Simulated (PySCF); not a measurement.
Ti(F)3(Me) (CH₃F₃Ti), SMILES [F][Ti]([F])([F])[CH3], multiplicity 1. Atoms are numbered in the order given.

```xyz
8

Ti     0.0000     0.0000    -0.1085
F      1.4419     0.8325    -0.5921
F     -1.4419     0.8325    -0.5921
F      0.0000    -1.6649    -0.5921
C      0.0000     0.0000     1.9219
H      0.9027    -0.5212     2.2804
H     -0.9027    -0.5212     2.2804
H      0.0000     1.0424     2.2804
```

Geometry optimised at PBE0-D3(BJ)/def2-SVP. The multiplicity is an assumed one; no other spin state was optimised. The structure was generated by enumeration; whether it is a known compound was not checked.

Two levels are set side by side: PBE/pcSseg-1 (PySCF) and PBE0/pcSseg-1 (PySCF). GIAO shifts against CFCl3 (¹⁹F), TMS (¹H), TMS (¹³C) at the same level; non-relativistic, no solvent, atoms listed together averaged. Differences are taken from unrounded values.

```tsv
quantity	PBE0
δ(¹⁹F) of F2, F3, F4 (ppm)	308.6
δ(¹³C) of C5 (ppm)	74.1
δ(¹H) of H6, H7, H8 (ppm)	2.52
```

Q: What does PBE give, and how far is it from PBE0? (The exact figures need the calculation; the answer reports its results.)

A: 
```json
[
 {"quantity": "δ(¹⁹F) of F2, F3, F4 (ppm)", "PBE": "314.4", "PBE minus PBE0": "5.8"},
 {"quantity": "δ(¹³C) of C5 (ppm)", "PBE": "68.7", "PBE minus PBE0": "-5.3"},
 {"quantity": "δ(¹H) of H6, H7, H8 (ppm)", "PBE": "2.50", "PBE minus PBE0": "-0.01"}
]
```

Rough cost on one machine, each run with all the roots and properties that it gave: PBE0 against PBE within a factor of 2.
